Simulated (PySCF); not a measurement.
Cl: excitation energy

Cl [Ne] 3s2 3p5 (2P) → Cl [Ne] 3s1 3p6 (2S), as a difference of total energies. Computed with PySCF 2.14 in def2-TZVPPD, with the non-relativistic Hamiltonian (point nucleus). Correlated levels: valence: [Ne] frozen. The calculations carry no spin-orbit coupling.

```json
{"method": "UHF", "excitation energy (cm⁻¹)": "124290", "error (cm⁻¹)": "+38906"}
{"method": "MP2 (valence)", "excitation energy (cm⁻¹)": "104560", "error (cm⁻¹)": "+19177"}
{"method": "SCS-MP2 (valence)", "excitation energy (cm⁻¹)": "102600", "error (cm⁻¹)": "+17212"}
{"method": "CCSD (valence)", "excitation energy (cm⁻¹)": "92708", "error (cm⁻¹)": "+7323"}
{"method": "CCSD(T) (valence)", "excitation energy (cm⁻¹)": "84991", "error (cm⁻¹)": "-394"}
```

Reference: 85385 cm⁻¹ (measured; NIST levels, between the centres of gravity of the two terms).

Errors of the correlated levels include the incompleteness of this basis and the frozen core.

The coupled-cluster amplitudes are large for the upper state (T1 above 0.03 or a double amplitude above 0.15), so a single reference is strained.
